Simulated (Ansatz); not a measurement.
Cost and result up the ladder for SiHMe2(NiPr2) (C₈H₂₁NSi) (31 atoms). Total charge 0; singlet. Geometry: r2SCAN-D4/def2-SVP.

```xyz
31

Si    0.712   -0.788    1.274
H     2.180   -0.950    1.031
C     0.462    0.196    2.861
H     0.967    1.174    2.801
H     0.865   -0.344    3.733
H    -0.608    0.384    3.055
C    -0.063   -2.491    1.490
H     0.117   -3.120    0.603
H    -1.154   -2.424    1.638
H     0.357   -3.011    2.368
N     0.046    0.047   -0.108
C    -1.394    0.322   -0.110
C    -1.710    1.823   -0.101
C    -2.134   -0.408   -1.237
C     0.821    0.493   -1.271
C     1.872    1.545   -0.899
C     1.444   -0.679   -2.037
H    -1.787   -0.087    0.842
H    -1.363    2.312   -1.026
H    -2.795    1.999   -0.023
H    -1.215    2.316    0.750
H    -1.811   -0.049   -2.228
H    -1.940   -1.491   -1.187
H    -3.222   -0.246   -1.167
H     0.108    0.983   -1.959
H     2.630    1.118   -0.222
H     1.401    2.398   -0.386
H     2.396    1.922   -1.793
H     1.961   -0.333   -2.948
H     2.185   -1.205   -1.413
H     0.670   -1.405   -2.331
```

Ansatz on 4 threads of Intel Xeon on a shared host. Times are rough, and most runs start from the orbitals of an earlier one. PBE0-D4/def2-TZVP serves as the yardstick here, not as an exact answer. Differences are given only for rows in sets of like size (and for xTB, whose basis is part of the method), since another set adds its own error. Binding counts from free atoms at the same level (Si triplet, H doublet, C triplet, N quartet; other spins of the atoms weren't run), without zero-point energy or a counterpoise term.

B3LYP takes the VWN-RPA correlation. Correlated methods freeze 14 core orbitals. The rows differ in basis, and correlated rows in double-zeta sets carry the largest basis error.

Correlated methods converge slowly with the basis, most of all in double-zeta sets.

```
                     level  functions  binding energy per atom (eV)  difference from PBE0-D4/def2-TZVP (eV)
HF/def2-TZVP (with forces)        442                          3.02                                   -1.03
       r2SCAN-D4/def2-TZVP        442                          4.03                                   -0.02
           PBE-D4/def2-SVP        249                          4.12                                       –
              MP2/def2-SVP        249                          3.88                                       –
          PBE-D4/def2-TZVP        442                          4.09                                    0.04
                  HF/6-31G        136                          2.87                                       –
         PBE0-D4/def2-TZVP        442                          4.05                                    0.00
          PBE0-D4/def2-SVP        249                          4.08                                       –
            B3LYP-D4/6-31G        136                          3.95                                       –
```

(1) Estimate how long each takes.

Results:

(1) HF/6-31G 7.5 s; B3LYP-D4/6-31G 12 s; PBE-D4/def2-SVP 14 s; PBE0-D4/def2-SVP 23 s; MP2/def2-SVP 24 s; PBE-D4/def2-TZVP 28 s; r2SCAN-D4/def2-TZVP 38 s; PBE0-D4/def2-TZVP 50 s; HF/def2-TZVP (with forces) 69 s. On shared hardware such times vary by a factor of up to 3.
